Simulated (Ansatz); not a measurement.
One change: `CN[SiH2]C=O` becomes `CN[SiH2][AlH2]`.

Ansatz, PBE0-D4/def2-TZVP geometries, multiplicity 1. Each molecule was computed in one conformer, which needn't be the lowest.

```json
{"property": "HOMO energy (B3LYP/def2-TZVPP) / eV", "`CN[SiH2]C=O`": "-6.32"}
{"property": "size of the dipole moment (B3LYP/def2-TZVPP) / D", "`CN[SiH2]C=O`": "1.63"}
{"property": "size of the dipole moment (PBE/def2-TZVPP) / D", "`CN[SiH2]C=O`": "1.52"}
{"property": "HOMO–LUMO gap (ωB97M-V/def2-TZVPP) / eV", "`CN[SiH2]C=O`": "9.75"}
{"property": "LUMO energy (PBE0/def2-TZVPP) / eV", "`CN[SiH2]C=O`": "-1.34"}
{"property": "HOMO–LUMO gap (B3LYP/def2-TZVPP) / eV", "`CN[SiH2]C=O`": "4.72"}
```

**Question.** Give the same properties after the change, and the shifts. (Estimate.)

**Answer.** Computed: 
```json
{"property": "HOMO energy (B3LYP/def2-TZVPP) / eV", "`CN[SiH2][AlH2]`": "-6.05", "shift": "0.27"}
{"property": "size of the dipole moment (B3LYP/def2-TZVPP) / D", "`CN[SiH2][AlH2]`": "1.26", "shift": "-0.37"}
{"property": "size of the dipole moment (PBE/def2-TZVPP) / D", "`CN[SiH2][AlH2]`": "1.34", "shift": "-0.18"}
{"property": "HOMO–LUMO gap (ωB97M-V/def2-TZVPP) / eV", "`CN[SiH2][AlH2]`": "8.03", "shift": "-1.72"}
{"property": "LUMO energy (PBE0/def2-TZVPP) / eV", "`CN[SiH2][AlH2]`": "-1.93", "shift": "-0.59"}
{"property": "HOMO–LUMO gap (B3LYP/def2-TZVPP) / eV", "`CN[SiH2][AlH2]`": "3.93", "shift": "-0.79"}
```

With PBE0 the HOMO rises by 0.26 eV and the LUMO falls by 0.59 eV, so the gap narrows by about 0.85 eV. PBE moves the HOMO by 0.04 eV and ωB97M-V by 0.46 eV. Dipoles are sizes alone; their direction can turn.

B3LYP here is the variant with VWN-RPA as its local correlation; programs differ in this.
